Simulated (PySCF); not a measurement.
Record of a relaxation.

Compound: WS2Br2 (singlet state).
Bonds: W1–S2, W1–S3, W1–Br4, W1–Br5.

Computed by this run: PBE0-D3(BJ)/def2-SVP geometry optimisation, gas phase, def2 core potentials past Kr (PySCF 2.14.0); density fitting, grid level 1; the optimiser is geomeTRIC in internal coordinates, started from a GFN2-xTB structure with every atom displaced at random (about 0.03 Å). The frame can shift and turn from step to step; on so coarse a grid that alone can change the energy by a few meV, and forces under 0.02 eV/Å are noise.

Step 0: E = -163547.1969 eV, largest atomic force 2.471 eV/Å
```
atom  x, y, z in Å  |  force x, y, z in eV/Å
W1      0.069   -0.079    0.017   -1.780   1.165   1.257
S2      0.039   -0.027    2.170    0.251  -0.143  -0.936
S3      2.005    0.005   -0.716    1.491  -0.177  -0.274
Br4    -0.968    1.984   -0.740    0.148  -0.395   0.132
Br5    -1.070   -1.994   -0.792   -0.109  -0.450  -0.178
```

Step 1: E = -163547.2942 eV, largest atomic force 0.574 eV/Å
```
atom  x, y, z in Å  |  force x, y, z in eV/Å
W1      0.028   -0.033    0.014    0.377  -0.154  -0.405
S2      0.062   -0.037    2.122   -0.035  -0.051   0.251
S3      2.046   -0.029   -0.657   -0.372  -0.055   0.129
Br4    -0.984    1.998   -0.732   -0.072   0.153  -0.034
Br5    -1.078   -2.010   -0.809    0.102   0.106   0.059
```

Step 2: E = -163547.3006 eV, largest atomic force 0.080 eV/Å
```
atom  x, y, z in Å  |  force x, y, z in eV/Å
W1      0.029   -0.029    0.008    0.057   0.052  -0.021
S2      0.052   -0.054    2.125   -0.031  -0.034  -0.018
S3      2.041   -0.043   -0.648   -0.074  -0.019   0.024
Br4    -0.985    2.017   -0.733    0.020  -0.004   0.018
Br5    -1.063   -2.002   -0.814    0.028   0.006  -0.002
```

Step 3: E = -163547.3013 eV, largest atomic force 0.075 eV/Å
```
atom  x, y, z in Å  |  force x, y, z in eV/Å
W1      0.029   -0.023    0.007   -0.066   0.018   0.031
S2      0.035   -0.074    2.123   -0.018  -0.020  -0.001
S3      2.039   -0.050   -0.639    0.074   0.003  -0.012
Br4    -0.976    2.030   -0.724    0.015   0.013   0.012
Br5    -1.052   -1.994   -0.829   -0.006  -0.014  -0.030
```

Step 4: E = -163547.3007 eV, largest atomic force 0.185 eV/Å
```
atom  x, y, z in Å  |  force x, y, z in eV/Å
W1      0.026   -0.015    0.004   -0.154  -0.031   0.098
S2     -0.008   -0.126    2.119   -0.002   0.003  -0.044
S3      2.043   -0.058   -0.611    0.164   0.029  -0.021
Br4    -0.952    2.064   -0.696    0.029  -0.014   0.021
Br5    -1.035   -1.974   -0.878   -0.037   0.013  -0.054
```

Step 5: E = -163547.3006 eV, largest atomic force 0.179 eV/Å
```
atom  x, y, z in Å  |  force x, y, z in eV/Å
W1      0.025   -0.012    0.003   -0.139  -0.064   0.094
S2     -0.045   -0.173    2.114    0.004   0.013  -0.042
S3      2.049   -0.063   -0.586    0.164   0.036  -0.008
Br4    -0.926    2.090   -0.665    0.028  -0.017   0.013
Br5    -1.028   -1.952   -0.928   -0.057   0.032  -0.057
```

Step 6: E = -163547.3018 eV, largest atomic force 0.097 eV/Å
```
atom  x, y, z in Å  |  force x, y, z in eV/Å
W1      0.025   -0.014    0.004   -0.063  -0.053   0.052
S2     -0.046   -0.174    2.114   -0.002   0.004  -0.025
S3      2.052   -0.061   -0.584    0.086   0.026   0.009
Br4    -0.924    2.088   -0.663    0.024  -0.013   0.013
Br5    -1.032   -1.950   -0.932   -0.045   0.036  -0.049
```

Step 7: E = -163547.3028 eV, largest atomic force 0.063 eV/Å
```
atom  x, y, z in Å  |  force x, y, z in eV/Å
W1      0.026   -0.017    0.004    0.002  -0.036   0.018
S2     -0.043   -0.171    2.114   -0.009  -0.003  -0.005
S3      2.056   -0.056   -0.582    0.015   0.013   0.019
Br4    -0.926    2.083   -0.665    0.021  -0.007   0.014
Br5    -1.038   -1.949   -0.933   -0.029   0.033  -0.045
```

Step 8: E = -163547.3036 eV, largest atomic force 0.050 eV/Å
```
atom  x, y, z in Å  |  force x, y, z in eV/Å
W1      0.029   -0.020    0.005    0.003  -0.020   0.011
S2     -0.043   -0.172    2.114   -0.012  -0.009   0.003
S3      2.061   -0.052   -0.579    0.001  -0.002   0.014
Br4    -0.927    2.077   -0.666    0.017   0.007   0.014
Br5    -1.044   -1.944   -0.936   -0.009   0.024  -0.043
```

Step 9: E = -163547.3037 eV, largest atomic force 0.042 eV/Å
```
atom  x, y, z in Å  |  force x, y, z in eV/Å
W1      0.030   -0.021    0.006    0.000  -0.008   0.007
S2     -0.042   -0.171    2.115   -0.013  -0.013   0.001
S3      2.062   -0.051   -0.578   -0.005  -0.007   0.014
Br4    -0.929    2.073   -0.667    0.019   0.010   0.016
Br5    -1.047   -1.941   -0.939   -0.001   0.018  -0.038
```

Step 10: E = -163547.3037 eV, largest atomic force 0.044 eV/Å
```
atom  x, y, z in Å  |  force x, y, z in eV/Å
W1      0.031   -0.020    0.006   -0.021  -0.006   0.018
S2     -0.045   -0.176    2.115   -0.013  -0.010   0.001
S3      2.064   -0.051   -0.574    0.014  -0.006   0.007
Br4    -0.928    2.074   -0.666    0.022   0.012   0.017
Br5    -1.047   -1.938   -0.942   -0.002   0.010  -0.043
```

Problem. Summarise the path.

Solution. The energy falls by 10.30 kJ/mol from step 0 to step 10; nine tenths of that is first reached at step 1. It rises by more than 0.2 meV at step 4. The largest force goes from 2.471 to 0.044 eV/Å. Among the bonds W1–S3 changes most, from 2.071 to 2.114 Å; the atoms move by 0.058 Å rms after alignment.

Problem. Follow the three bonds and two angles with the largest change from start to end.

Solution. 
| step | E above end (kJ/mol) | largest force (eV/Å) | W1–S3 (Å) | W1–S2 (Å) | W1–Br4 (Å) | S3–W1–Br4 (°) | S2–W1–S3 (°) |
| --- | --- | --- | --- | --- | --- | --- | --- |
| 0 | 10.30 | 2.471 | 2.071 | 2.153 | 2.430 | 104.7 | 111.5 |
| 1 | 0.92 | 0.574 | 2.127 | 2.108 | 2.388 | 107.6 | 107.4 |
| 2 | 0.30 | 0.080 | 2.116 | 2.117 | 2.401 | 108.2 | 107.4 |
| 3 | 0.24 | 0.075 | 2.111 | 2.117 | 2.400 | 108.4 | 107.6 |
| 4 | 0.29 | 0.185 | 2.109 | 2.118 | 2.402 | 108.8 | 107.8 |
| 5 | 0.30 | 0.179 | 2.109 | 2.118 | 2.402 | 108.9 | 108.0 |
| 6 | 0.18 | 0.097 | 2.111 | 2.117 | 2.401 | 108.7 | 107.9 |
| 7 | 0.08 | 0.063 | 2.114 | 2.116 | 2.401 | 108.6 | 107.9 |
| 8 | 0.01 | 0.050 | 2.114 | 2.116 | 2.400 | 108.6 | 107.8 |
| 9 | 0.00 | 0.042 | 2.115 | 2.116 | 2.399 | 108.6 | 107.9 |
| 10 | 0.00 | 0.044 | 2.114 | 2.116 | 2.400 | 108.7 | 107.9 |

The cost below is that of the whole optimisation. Time: 2.4 min of wall time; peak memory 0.56 GiB. Hardware: an Arm Neoverse V1 with one thread, on a shared host.
